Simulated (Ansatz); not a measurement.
`F[SiH](F)Cl` + `[NH2][GeH3]` → `F[SiH](Cl)[NH][GeH3]` + H–F  (ligand exchange at the Si–F bond)

Calculated with Ansatz (gas phase, PBE0-D4/def2-TZVP geometries, no zero-point term in ΔE). CCSD(T)/CBS is the MP2 limit (def2-TZVPP, def2-QZVPP) plus CCSD(T) − MP2 in def2-TZVPP, frozen cores. This one scheme is used for every species. DFT in def2-TZVPP. B3LYP here is the variant with VWN-RPA as its local correlation; programs differ in this. For Ge outer-core shells are correlated without core-valence functions, which leaves a few kJ/mol of doubt a bond. Scalar relativity is left out up to krypton. One conformer a species, not always the lowest.

`F[SiH](F)Cl`:

```xyz
5

F     1.022   -0.989    0.713
Si    0.006   -0.071   -0.068
F     0.830    0.769   -1.118
Cl   -0.876    1.192    1.236
H    -0.982   -0.901   -0.762
```

`[NH2][GeH3]`:

Cartesian coordinates in Å:
```
N -0.007 -0.427 -1.081
Ge 0.182 0.239 0.627
H -0.516 -1.300 -1.122
H -0.446 0.221 -1.721
H 1.011 1.527 0.513
H -1.152 0.567 1.341
H 0.928 -0.827 1.442
```

`F[SiH](Cl)[NH][GeH3]`:

Z-matrix (Å, degrees):
```
Si
Cl 1 2.043
N 1 1.686 2 109.5
F 1 1.593 2 105.5 3 122.4
H 1 1.472 2 111.0 3 -122.6
Ge 3 1.849 1 127.2 2 -154.6
H 3 1.010 1 117.2 2 33.1
H 6 1.533 3 105.9 1 9.2
H 6 1.537 3 110.0 1 -110.7
H 6 1.536 3 108.8 1 128.9
```

H–F:

Z-matrix (Å, degrees):
```
F
H 1 0.920
```

| level | ΔE (kcal/mol) | difference from CCSD(T)/CBS |
| --- | --- | --- |
| PBE-D4 | 14.7 | 0.3 |
| r2SCAN-D4 | 16.7 | 2.3 |
| PBE0-D4 | 14.2 | -0.2 |
| B3LYP-D4 | 15.4 | 1.0 |
| ωB97X-V | 15.6 | 1.2 |
| ωB97M-V | 15.5 | 1.1 |
| B2PLYP | 16.9 | 2.5 |
| PBE | 16.4 | 2.0 |
| r2SCAN | 17.2 | 2.8 |
| PBE0 | 15.7 | 1.3 |
| B3LYP | 18.1 | 3.7 |
| HF/def2-TZVPP | 18.7 | 4.3 |
| MP2/def2-TZVPP | 14.1 | -0.3 |
| SCS-MP2/def2-TZVPP | 15.3 | 0.9 |
| CCSD/def2-TZVPP | 15.3 | 0.9 |
| CCSD(T)/def2-TZVPP | 14.8 | 0.4 |
| HF/def2-QZVPP | 19.1 | 4.7 |
| MP2/def2-QZVPP | 14.0 | -0.4 |
| SCS-MP2/def2-QZVPP | 15.3 | 0.9 |
| HF/CBS(def2) | 19.2 | 4.8 |
| MP2/CBS(def2) | 13.7 | -0.7 |
| CCSD/CBS(def2) | 14.9 | 0.5 |
| CCSD(T)/CBS | 14.4 | 0 |

Largest T1 diagnostic among the species: 0.011.

In def2-TZVPP, CCSD(T) changes the Hartree–Fock value by −4.0 kcal/mol (the triples alone add −0.5 kcal/mol) and MP2 by −4.7 kcal/mol. The D4 term adds −2.7 kcal/mol with B3LYP and −1.5 kcal/mol with PBE0; it sums over pairs of atoms, weighted by their polarisabilities, and B3LYP, whose exchange is more repulsive, gets the larger term.
